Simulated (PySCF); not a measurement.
Electron correlation in Pt(3+) (platinum, charge +3)

[Xe] 4f14 5d7, high-spin 4F determinant. All numbers are calculated (PySCF 2.14, scalar relativity through the core potential, in aug-cc-pVDZ-PP with ECP60MDF (5s5p4d2f, 54 functions)). Frozen: 5s2 5p6; 7 electrons correlated.

```
  level  correlation energy (mhartree)
   CCSD                        -113.98
    (T)                          -1.26
CCSD(T)                        -115.24
```

Diagnostics: T1 = 0.0033, D1 = 0.0059, largest double amplitude 0.031.

Task: Is a single reference adequate?

Result: Yes, within this model without spin-orbit coupling: T1 lies below 0.03 and no double amplitude reaches 0.07.
